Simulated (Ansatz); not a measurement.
Reaction (SMILES): C[SiH2]O[SiH2]C -> COC[SiH2][SiH3]
Each molecule is optimised on its own at B3LYP-D3(BJ)/def2-TZVP (Ansatz, a program for electronic structure), one conformer each, not searched for the lowest.

Quantity: isomerisation energy (electronic energy difference), in kcal/mol. Cores are frozen in the correlated levels unless marked. No spin-orbit coupling. Non-relativistic. Basis-set limits of correlation are two-point, X^-3; Hartree-Fock from the larger set.

```csv
level,program,isomerisation energy (kcal/mol)
BLYP-D4/def2-TZVPD,Ansatz + dftd4,88.3
revPBE-D4/def2-TZVPD,Ansatz + dftd4,83.5
r2SCAN-D4/def2-TZVPD,Ansatz + dftd4,?
PBE0/def2-SVP,Ansatz,79.1
PBE0-D3(BJ)/def2-TZVP,Ansatz + dftd3,88.5
BHLYP-D3(BJ)/def2-TZVPD,Ansatz + dftd3,?
CAM-B3LYP/def2-TZVPD,Ansatz,?
LC-wPBE-D3(BJ)/def2-TZVPD,Ansatz + dftd3,91.7
LC-wPBE-D4/def2-TZVPD,Ansatz + dftd4,91.8
RPA@PBE/cc-pV(Q+d)Z,Ansatz,91.7
SCS-MP2/cc-pV(D+d)Z,Ansatz,85.7
SCS-MP2/aug-cc-pV(T+d)Z,Ansatz,97.4
CCSD/STO-3G,Ansatz,33.1
CCSD/cc-pVTZ,Ansatz,91.8
CCSD(T) with core electrons (1s frozen past Ne)/cc-pwCVTZ,Ansatz,?
"CCSD(T)/CBS(cc-pV(T+d)Z,cc-pV(Q+d)Z)",Ansatz,95.9
```

**Question.** Fill in the missing entries.

**Answer.** 
- r2SCAN-D4/def2-TZVPD, isomerisation energy (kcal/mol): 92.9
- BHLYP-D3(BJ)/def2-TZVPD, isomerisation energy (kcal/mol): 96.2
- CAM-B3LYP/def2-TZVPD, isomerisation energy (kcal/mol): 94.0
- CCSD(T) with core electrons (1s frozen past Ne)/cc-pwCVTZ, isomerisation energy (kcal/mol): 95.1
